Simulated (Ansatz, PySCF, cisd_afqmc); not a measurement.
Species: GeH3, charge 0, doublet. GeH3 (SMILES [GeH3], doublet).
B3LYP-D3(BJ)/def2-TZVP minimum from Ansatz (an electronic-structure program):
```
Ge
H 1 1.5431
H 1 1.5431 2 110.72
H 1 1.5431 2 110.72 3 -123.21
```
Charge 0, spin multiplicity 2.

Atomisation energy term by term, kcal/mol (programs: Ansatz, cisd_afqmc). Radicals and triplets start from unrestricted determinants; spin-orbit coupling is neglected. Cores are frozen in correlated methods (noble-gas shells, and filled d and f shells in the p block). No relativity. The Monte Carlo rows (phaseless AFQMC, CISD trial, step 0.005/hartree) carry one-sigma bars that omit the constraint's bias. Outlying blocks are dropped, and bars are widened where a walk drifts. Over all cases where full CI ran beside it in this data, AFQMC minus full CI had a median of +0.1 mEh and passed +0.4 mEh in a tenth of the cases. CBS(X,Y): correlation extrapolated as X^-3, Hartree-Fock from the larger set (Q,5: extrapolated as (X+1)exp(-9√X)). A bracket is a step between two methods taken in the basis named. For partners of very few electrons the exact lower level stands in for a higher one.

```
term                                                          basis  kcal/mol
-----------------------  ------------------------------------------  --------
Hartree-Fock                                   CBS(cc-pVQZ,cc-pV5Z)    156.07
CCSD correlation                               CBS(cc-pVQZ,cc-pV5Z)     48.81
(T)                                            CBS(cc-pVQZ,cc-pV5Z)      1.03
CCSDT(Q) - CCSD(T)                                          cc-pVQZ      0.16
CCSDTQ - CCSDT(Q)                                           cc-pVDZ      0.00
minus zero-point energy  Hessian by PySCF at B3LYP-D3(BJ)/def2-TZVP    -12.47
sum: D0                                                                 193.6
```

The step beyond CCSD(T) by other levels: CCSDTQ in cc-pVDZ 0.21; AFQMC/CISD in cc-pVDZ 0.27 ± 0.08; CCSDT(Q) in cc-pVDZ 0.21; CCSDT(Q) in cc-pVTZ 0.14 kcal/mol.
